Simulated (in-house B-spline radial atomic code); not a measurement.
Binding energies in Cl³⁺

NIST's tabulated ground configuration is [Ne] 3s2 3p2; each binding energy is the energy of the ion with one electron taken from that subshell, relaxed, less that of the parent. Method: Dirac-Hartree-Fock, average of configuration, Fermi nucleus of rms radius 3.3654 fm. Calculated with a B-spline radial code for spherical atoms. Energies include first-order Breit, QED and recoil terms.

| subshell | X-ray name | binding energy (eV) | -ε (eV) | relaxation (eV) |
| --- | --- | --- | --- | --- |
| 1s | K | 2882.6 | 2911.5 | 26.1 |
| 2s | L1 | 329.5 | 335.4 | 5.7 |
| 3s | M1 | 65.14 | 65.69 | 0.54 |
| 3p | M2,3 | 51.44 | 51.88 | 0.42 |

Relaxation = -ε minus the binding energy without Breit, QED and recoil terms.

(1) What does it cost to remove two 3s electrons?

(2) What does it cost to remove both a 2s and a 3p electron?

## Answers

(1) 147.29 eV, which is 17.01 eV more than the two single binding energies together.

(2) 400.86 eV, which is 19.88 eV more than the two single binding energies together.
